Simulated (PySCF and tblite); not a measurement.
4,4,4‐trifluorobutan‐2‐one, C₄H₅F₃O, numbered as in [CH3:1][C:2](=[O:3])[CH2:4][C:5]([F:6])([F:7])[F:8].

Free energies: PBE0-D3(BJ)/pcSseg-1 on GFN2-xTB structures plus GFN2-xTB thermal terms, symmetry and mirror images included. Conformers within 3 kcal/mol (GFN2-xTB free energy) were kept, 4 at most. Couplings: B3LYP/6-31G* with pcJ-1 on H, F (gas phase; spin-dipole term only for pairs with B, N, F, Si or P). Couplings are for ¹⁹F, ¹H. H–H couplings come out 0.1 to 0.9 Hz lower than with pcJ-1 on all atoms. Run with PySCF (density fitting) and tblite.

Torsions listed: O3–C2–C4–C5. Of a mirror pair one member is shown.

```
conformer  shape  weight %
        1  -138°      65.1
        2   -16°      34.9
```

(1) Give the couplings in each conformer and the averages at 298.15 K (pairs that fast motion interchanges averaged).

Computed couplings to fluorine can be off by tens of per cent at such levels.

F–F couplings are left out: such levels miss them by tens of Hz and can give the wrong sign.

## Answers

(1) 
| coupling | pairs | 1 | 2 | average (Hz) |
| --- | --- | --- | --- | --- |
| ³J(H4,F6) | 6 | 10.2 | 8.0 | 9.4 |
| ²J(H1,H1) | 3 | -16.2 | -15.9 | -16.1 |
| ²J(H4,H4) | 1 | -17.4 | -18.5 | -17.8 |


Conformer gaps in pcSseg-1 on xTB geometries can be 2 kcal/mol off for S=O, P=O and other polar bonds.